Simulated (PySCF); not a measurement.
C₆H₈FO (doublet state).
Numbering: `[CH3:1][C@@H:2]([F:3])/[CH:4]=[CH:5]/[CH:6]=[C:7]\[OH:8]` (hydrogens: H9, H10, H11 on C1; H12 on C2; H13 on C4; H14 on C5; H15 on C6; H16 on O8)

Structure used (GFN2-xTB), in Å, numbered top down from 1:
```
atom  x, y, z in Å
C1    -2.512   -0.255    0.726
C2    -1.595    0.309   -0.357
F3    -1.348    1.642   -0.074
C4    -0.310   -0.455   -0.455
C5     0.890    0.052   -0.173
C6     2.129   -0.694   -0.291
C7     3.301   -0.234    0.118
O8     3.803    0.933    0.428
H9    -3.419    0.341    0.789
H10   -2.004   -0.229    1.687
H11   -2.775   -1.282    0.489
H12   -2.111    0.308   -1.330
H13   -0.422   -1.479   -0.780
H14    0.969    1.077    0.167
H15    2.047   -1.720   -0.617
H16    3.350    1.694    0.020
```

The hyperfine couplings belong to this conformer and change with its torsions.

Theory: UKS B3LYP, pcH-1 on C F H O, non-relativistic, mean-field spin-orbit, GIAO (PySCF 2.14.0). Geometry: GFN2-xTB, one conformer, isolated molecule. The geometry wasn't refined by DFT: couplings that depend on bond lengths, twists or pyramidal angles can differ widely from those at the functional's own minimum. The frame is twisted about the C6–C7 bond at this geometry (dihedral C5–C6–C7–O8 = -17°); couplings at other torsion angles weren't computed. Stability of the SCF solution: not tested.

Q: What is the g tensor, term by term?

A: 
```
                    Δg (ppm)     1     2     3
relativistic mass correction  -190  -190  -190
            gauge correction     7    14  -131
   orbital Zeeman/spin–orbit  -481   -56  1346
                       total  -665  -232  1024
```

So g = 2.00165, 2.00209, 2.00334 and g_iso = 2.00236; the tensor is rhombic: the two nearest values differ by 26 % of g3 − g1. 

Q: At 34.167 GHz, how far is the centre of the isotropic spectrum from where a free electron (g = 2.002319) resonates?

A: B = hν/(g μB) with μB/h = 13.99624 MHz/mT gives 1219.16 mT for the free electron and 1219.14 mT at g_iso, 0.03 mT lower.

Q: What effective moment and Curie constant follow for a powder?

A: With the mean of g² = 4.0095 and S(S+1) = 0.75: μ_eff = √(⟨g²⟩S(S+1)) = 1.734 μB and χT = 0.12505·⟨g²⟩·S(S+1) = 0.376 cm³ K/mol (cgs; spin-Hamiltonian part alone).

Q: How much does each term add to the isotropic shift?

A: The orbital-Zeeman/spin–orbit term 270, the mass correction -190 and the gauge correction -37 ppm, for a total of 42 ppm. The orbital-Zeeman/spin–orbit term is the largest in size. The mass correction is the same along every axis, so the anisotropy comes from the other two: their spans along these axes are 145 (gauge) and 1827 ppm (orbital Zeeman/spin–orbit).

Q: In a frozen sample, at which fields do the three g values resonate at 9.5, 34, 94 and 263 GHz (hyperfine left aside), and which band first spreads them over more than twice a line width of 0.3 mT?

A: 
```json
{"band": "X", "GHz": "9.5", "B(g3) mT": "338.81", "B(g2) mT": "339.02", "B(g1) mT": "339.10", "spread mT": "0.29"}
{"band": "Q", "GHz": "34.0", "B(g3) mT": "1212.58", "B(g2) mT": "1213.35", "B(g1) mT": "1213.61", "spread mT": "1.02"}
{"band": "W", "GHz": "94.0", "B(g3) mT": "3352.44", "B(g2) mT": "3354.54", "B(g1) mT": "3355.27", "spread mT": "2.83"}
{"band": "J", "GHz": "263.0", "B(g3) mT": "9379.70", "B(g2) mT": "9385.58", "B(g1) mT": "9387.61", "spread mT": "7.92"}
```

The spread grows in proportion to the frequency. Q band is the first where it exceeds 0.6 mT.

Largest spin populations (Mulliken): C7 (+0.90) and C6 (-0.07). No atom but C7 exceeds +0.15.

The HOMO–LUMO gaps are 5.11 eV among the α and 3.66 eV among the β orbitals.
